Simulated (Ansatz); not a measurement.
A structure relaxed at PBE-D4/def2-SVP in Ansatz, charge 0, singlet:

Cartesian coordinates in Å:
```
Ge -2.8160 0.2905 1.0888
Ge -1.0223 -2.7291 3.1154
Ge -3.4364 -3.4947 0.0384
Ge -1.4184 -1.0895 -2.2823
Ge 0.3990 -4.1408 -0.3493
Ge -0.3023 1.1672 4.0631
Ge -2.1981 4.0917 2.0430
Ge -0.7925 2.5702 -1.3714
Ge 1.7676 3.5238 1.5446
Al 1.3133 -0.3759 0.6978
Ge 2.4129 -1.7981 -2.9584
Ge 3.1245 2.0066 -1.9994
Ge 0.4394 1.1493 -4.8962
Ge -3.0478 -1.9967 1.9422
Ge -2.3918 1.8251 2.9555
Ge -0.6079 -1.1159 4.9253
Ge -0.8418 0.3256 -0.3679
Ge 0.8814 -2.6676 1.5616
P -1.5650 -3.2980 -1.3926
Ge 0.3054 -1.1408 -4.0272
Ge 2.0611 -4.0955 -2.1636
Ge 1.6156 1.2732 2.5246
Ge -0.3370 4.1506 0.4491
Ge 1.0004 2.6528 -3.0426
Ge 3.5527 3.5663 -0.1465
Ge 3.0098 -0.2850 -1.1129
H -4.1263 0.6719 0.3254
H -1.3025 -4.1524 3.6983
H -4.6274 -3.1264 -0.8935
H -3.4906 -5.0191 0.3495
H -2.8690 -0.9593 -2.8557
H -0.1001 -5.5954 -0.0538
H -0.1348 2.1071 5.3022
H -3.5287 4.4931 1.3375
H -1.9517 5.1027 3.2032
H -2.1620 2.9065 -2.0495
H 2.0815 4.6244 2.6107
H 3.4826 -1.8762 -4.0966
H 4.2475 2.1738 -3.0749
H -0.9255 1.5354 -5.5422
H 1.5226 1.1832 -6.0156
H -4.3208 -2.1827 2.8291
H -3.5811 1.7427 3.9667
H -1.8127 -1.1616 5.9150
H 0.6568 -1.5833 5.7083
H 2.0342 -3.4686 2.2579
H -1.8414 -4.1880 -2.4823
H -0.1277 -2.1651 -5.1258
H 1.5506 -5.0351 -3.2996
H 3.3575 -4.7264 -1.5738
H 2.8804 1.1125 3.4330
H -0.2125 5.5889 -0.1508
H 1.1081 4.1055 -3.6094
H 3.6926 5.0104 -0.7200
H 4.9136 3.2000 0.5213
H 4.4811 -0.6838 -0.7532
```

Give its formula.

AlGe24PH30, a doped nanocrystal cut from the lattice of germanium (Al and P 4.7 A apart).

Summarise the bond lengths by kind (pairs closer than 1.2 times the sum of covalent radii, bridged metal pairs left out).

30 × Ge–Ge 2.45 to 2.46 Å; 4 × Al–Ge 2.48 to 2.50 Å; 3 × Ge–P 2.36 to 2.39 Å; 29 × Ge–H 1.56 to 1.57 Å; 1 × H–P 1.43 Å.

Single mean-field runs in def2-SVP are fitted with def2-universal-jkfit.
